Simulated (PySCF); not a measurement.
**The first ionisation energy along the 5d series**

Calculated with PySCF 2.14 from differences of total energies of unrestricted determinants, without spin-orbit coupling. Values in eV. The last column holds reference values (NIST; (s) semi-empirical, (t) theoretical, else measured). Unmarked ones compare directly (S terms, centres of terms, or small fine structure); those marked * lie between the lowest fine-structure levels and include a spin-orbit shift.

```
                           element                           configurations    UHF  MP2 (valence)  SCS-MP2 (valence)  reference
Ta (cc-pVDZ-PP with ECP60MDF, ECP)    [Xe] 4f14 5d3 6s2 → [Xe] 4f14 5d3 6s1  5.766          6.810              7.012      7.573
 W (cc-pVDZ-PP with ECP60MDF, ECP)    [Xe] 4f14 5d4 6s2 → [Xe] 4f14 5d4 6s1  5.912          7.039              7.262      7.825
Os (cc-pVDZ-PP with ECP60MDF, ECP)    [Xe] 4f14 5d6 6s2 → [Xe] 4f14 5d6 6s1  6.567          7.858              8.050      8.473
Pt (cc-pVDZ-PP with ECP60MDF, ECP)        [Xe] 4f14 5d9 6s1 → [Xe] 4f14 5d9  7.577          8.666              8.491    8.959 *
Au (cc-pVDZ-PP with ECP60MDF, ECP)      [Xe] 4f14 5d10 6s1 → [Xe] 4f14 5d10  7.677          8.804              8.649      9.226
Hg (cc-pVDZ-PP with ECP60MDF, ECP)  [Xe] 4f14 5d10 6s2 → [Xe] 4f14 5d10 6s1  8.576         10.122             10.072     10.438
```

Q: Fill in the row of Ir (cc-pVDZ-PP with ECP60MDF, ECP) ([Xe] 4f14 5d7 6s2 → [Xe] 4f14 5d7 6s1).

A: UHF 7.100; MP2 (valence) 8.464; SCS-MP2 (valence) 8.600; reference 8.926 (eV).

"Valence" correlates the outer s and p shells and, in groups 3 to 12 and the f block, the outer d or f shell, open or full, or the next shell where the ion has no valence electron left; the wider scheme adds the next inner shell.
